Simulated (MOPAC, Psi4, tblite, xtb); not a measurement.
Two rigid molecules brought together: C2H6 ··· CH3Br (SMILES CC and CBr). Monomers: optimised at B3LYP-D3(BJ) (def2-TZVP), held rigid. Orientation: a random orientation, not optimised. The monomers approach along the line of their centres of mass (distance R); nothing else relaxes.

Geometry at R = 4.39 Å (first 8 atoms: monomer A):
```
13

C      0.7630    -0.0058     0.0145
C     -0.7630     0.0058    -0.0145
H      1.1796     0.0506    -0.9931
H      1.1443    -0.9178     0.4781
H      1.1556     0.8409     0.5812
H     -1.1443     0.9178    -0.4780
H     -1.1796    -0.0508     0.9931
H     -1.1556    -0.8408    -0.5813
C      2.6525    -3.7070     2.0464
Br     0.9497    -4.0699     1.1517
H      3.1392    -2.8993     1.5115
H      3.2436    -4.6152     2.0089
H      2.4322    -3.4238     3.0695
```

Levels of theory: GFN1-xTB (xtb); PM7, restricted, heats of formation (MOPAC); GFN2-xTB (tblite); SAPT0/jun-cc-pVDZ, frozen core (Psi4).

Interaction energies in kcal/mol; the last columns give the difference from SAPT0:

```csv
R / Å,GFN1-xTB,PM7,GFN2-xTB,SAPT0/jun-cc-pVDZ,GFN1-xTB − SAPT0/jun-cc-pVDZ,PM7 − SAPT0/jun-cc-pVDZ,GFN2-xTB − SAPT0/jun-cc-pVDZ
3.81,-0.47,0.05,0.03,0.69,-1.15,-0.64,-0.66
4.00,-0.80,-0.54,-0.48,0.01,-0.81,-0.55,-0.49
4.19,-0.85,-0.78,-0.65,-0.30,-0.55,-0.49,-0.35
4.39,-0.76,-0.85,-0.66,-0.41,-0.35,-0.44,-0.25
4.58,-0.65,-0.82,-0.60,-0.42,-0.23,-0.41,-0.19
4.79,-0.53,-0.74,-0.51,-0.38,-0.15,-0.36,-0.14
5.11,-0.39,-0.58,-0.38,-0.29,-0.09,-0.28,-0.09
5.41,-0.29,-0.45,-0.28,-0.22,-0.07,-0.23,-0.06
5.91,-0.18,-0.29,-0.16,-0.14,-0.04,-0.15,-0.03
6.58,-0.10,-0.15,-0.08,-0.07,-0.02,-0.08,-0.01
7.62,-0.04,-0.06,-0.03,-0.03,-0.01,-0.03,0.00
8.91,-0.01,-0.02,-0.01,-0.01,0.00,-0.01,0.00
```

GFN1-xTB is furthest from SAPT0/jun-cc-pVDZ at 3.81 (-1.15 kcal/mol, below); its mean absolute difference over the points is 0.29 kcal/mol.

PM7 is furthest from SAPT0/jun-cc-pVDZ at 3.81 (-0.64 kcal/mol, below); its mean absolute difference over the points is 0.30 kcal/mol.

GFN2-xTB is furthest from SAPT0/jun-cc-pVDZ at 3.81 (-0.66 kcal/mol, below); its mean absolute difference over the points is 0.19 kcal/mol.
